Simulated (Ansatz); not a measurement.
Z-matrix (Å, degrees):
```
C
C 1 1.326
H 1 1.082 2 118.6
H 1 1.084 2 122.5 3 -180.0
F 2 1.362 1 118.8 3 -180.0
B 2 1.557 1 126.5 3 0.0
O 6 1.347 2 120.4 1 -180.0
H 6 1.195 2 120.9 1 -0.0
H 7 0.964 6 112.4 2 -0.0
```

Charge 0, multiplicity 1.

Problem. List the B3LYP/def2-TZVPP orbital energies in eV (Ansatz). (Best estimate.)

Solution. Computed: Occupied: -672.05, -521.38, -278.83, -277.33, -184.29, -33.44, -28.48, -21.33, -16.82, -15.72, -14.67, -13.62, -12.89, -11.77, -11.06, -11.00, -10.46, -9.02, -7.82. Lowest empty: -1.63, 0.58, 1.31, 1.51, 2.09, 2.67, 2.81, 3.52.

B3LYP here is the variant with VWN-RPA as its local correlation; programs differ in this.
